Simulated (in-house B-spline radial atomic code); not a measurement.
Configurations of As⁸⁺, with energies counted from [Ar] 3d7. Computed with a B-spline radial code for spherical atoms: Dirac-Hartree-Fock, average of configuration, Fermi nucleus of rms radius 4.0968 fm. Energies include first-order Breit, QED and recoil terms.

Occupations are held fixed; configurations that lie above the ionisation limit could autoionise.

```tsv
configuration	E - E(ref) (eV)	highest orbital	its <r> (bohr)
[Ar] 3d6 4f1	145.61	4f5/2	1.875
[Ar] 3d6 5p1	149.77	5p3/2	2.68
[Ar] 3d6 6s1	170.08	6s1/2	3.969
[Ar] 3d6 6p1	173.77	6p3/2	4.214
[Ne] 3s2 3p5 3d7 4s1	181.07	4s1/2	1.373
[Ar] 3d6 6g1	185.94	6g9/2	4.875
[Ar] 3d6 7f1	193.48	7f7/2	7.248
[Ne] 3s2 3p5 3d7 4f1	247.2	4f5/2	1.872
[Ne] 3s2 3p5 3d7 5f1	272.67	5f7/2	3.322
[Ne] 3s2 3p5 3d7 5g1	274.13	5g9/2	3.047
```

(1) Order these further configurations by energy, lowest first.
A. [Ne] 3s2 3p5 3d7 6g1
B. [Ar] 3d6 7g1
C. [Ne] 3s2 3p5 3d7 7s1
D. [Ar] 3d6 5g1
E. [Ar] 3d6 7s1

(2) How far above the reference does [Ar] 3d6 6f1 lie?

(3) How far above the reference does [Ar] 3d6 4s1 lie?

(4) How far above the reference does [Ne] 3s2 3p5 3d7 5s1 lie?

## Answers

(1) D (172.47 eV), E (184.64 eV), B (194.07 eV), C (286.31 eV), A (287.6 eV).

(2) 185.04 eV; its least bound orbital is 6f7/2 with <r> = 5.119 bohr.

(3) 79.327 eV; its least bound orbital is 4s1/2 with <r> = 1.373 bohr.

(4) 244.26 eV; its least bound orbital is 5s1/2 with <r> = 2.508 bohr.
